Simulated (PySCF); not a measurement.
Working out the ionisation energy of Fe²⁺

Fe²⁺ [Ar] 3d6 (5D) → Fe³⁺ [Ar] 3d5 (6S). Computed with PySCF 2.14 in x2c-TZVPPall (6s5p4d2f1g, 64 functions), with scalar relativity by spin-free X2C-1e. Frozen: [Ne]. Energies in hartree (1 hartree = 27.21139 eV):

```
             part  Fe²⁺ (lower)  Fe³⁺ (upper)
              UHF  -1270.539004  -1269.498691
MP2 opposite-spin     -0.290106     -0.232874
    MP2 same-spin     -0.152364     -0.133330
```

Question: What does Hartree-Fock give?

Answer: (-1269.498691) − (-1270.539004) = 1.040313 hartree = 28.308 eV.

Question: What do MP2 and SCS-MP2 (6/5 opposite-spin, 1/3 same-spin) give?

Answer: The opposite-spin parts differ by 1.557 eV and the same-spin parts by 0.518 eV. MP2: 28.308 + (1.557) + (0.518) = 30.383 eV. SCS-MP2: 28.308 + 1.2 × (1.557) + (0.518)/3 = 30.349 eV.

A first-order spin-orbit estimate adds 0.053 eV to MP2 (valence and next inner shell), giving 30.436 eV against 30.651 ± 0.012 eV (measured; NIST Atomic Spectra Database, ionization energies).

What remains against the reference includes basis incompleteness, the frozen core and correlation beyond second order.
